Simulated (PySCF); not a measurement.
C4H9NSi, SMILES C=C1[SiH2]N[C@H]1C.

Coordinates come from a PBE0-D3(BJ)/def2-SVP optimisation. The structure was generated by enumeration; whether it is a known compound was not checked.

The numbers are results of PBE0-D3(BJ)/def2-SVP (PySCF), not measurements.

Frequencies are harmonic and unscaled.

| mode | ν (cm⁻¹) | IR (km/mol) | moving atoms (share of kinetic energy) |
|---|---|---|---|
| 1 | 74 | 3.5 | N 34 %, C 27 %, H 25 %, Si 14 % |
| 2 | 203 | 13.2 | C 57 %, H 40 % |
| 3 | 246 | 0.8 | H 85 %, C 13 % |
| 4 | 278 | 24.2 | H 62 %, C 32 % |
| 5 | 340 | 42.0 | H 59 %, C 23 %, Si 12 % |
| 6 | 385 | 23.9 | H 40 %, C 36 %, N 19 % |
| 7 | 436 | 12.7 | H 63 %, C 26 % |
| 8 | 556 | 17.1 | C 32 %, H 29 %, Si 25 %, N 14 % |
| 9 | 611 | 5.5 | H 68 %, C 25 % |
| 10 | 635 | 4.1 | C 47 %, H 35 %, Si 13 % |
| 11 | 680 | 61.6 | H 53 %, C 28 %, Si 14 % |
| 12 | 728 | 9.0 | H 85 %, C 10 % |
| 13 | 809 | 85.1 | H 73 %, Si 10 %, C 9 %, N 8 % |
| 14 | 825 | 23.7 | H 50 %, C 46 % |
| 15 | 882 | 83.3 | N 47 %, H 25 %, Si 24 % |
| 16 | 933 | 21.2 | H 53 %, C 26 %, N 20 % |
| 17 | 950 | 28.2 | H 72 %, C 27 % |
| 18 | 1012 | 174.2 | H 93 % |
| 19 | 1027 | 3.5 | H 68 %, C 31 % |
| 20 | 1110 | 4.6 | H 55 %, C 41 % |
| 21 | 1116 | 5.2 | H 49 %, C 45 % |
| 22 | 1153 | 5.8 | C 55 %, H 40 % |
| 23 | 1230 | 72.9 | H 55 %, C 31 %, N 13 % |
| 24 | 1340 | 27.4 | H 61 %, C 21 %, N 18 % |
| 25 | 1356 | 20.0 | H 74 %, C 25 % |
| 26 | 1385 | 23.4 | H 68 %, C 32 % |
| 27 | 1420 | 9.8 | H 88 %, C 12 % |
| 28 | 1456 | 2.1 | H 94 % |
| 29 | 1461 | 4.5 | H 96 % |
| 30 | 1764 | 0.4 | C 93 % |
| 31 | 2185 | 188.8 | H 96 % |
| 32 | 2202 | 181.7 | H 98 % |
| 33 | 2985 | 55.6 | H 92 % |
| 34 | 3048 | 19.6 | H 97 % |
| 35 | 3137 | 11.8 | H 94 % |
| 36 | 3143 | 18.6 | H 91 %, C 9 % |
| 37 | 3159 | 15.9 | H 90 %, C 10 % |
| 38 | 3236 | 5.0 | H 89 %, C 11 % |
| 39 | 3704 | 30.7 | H 93 % |
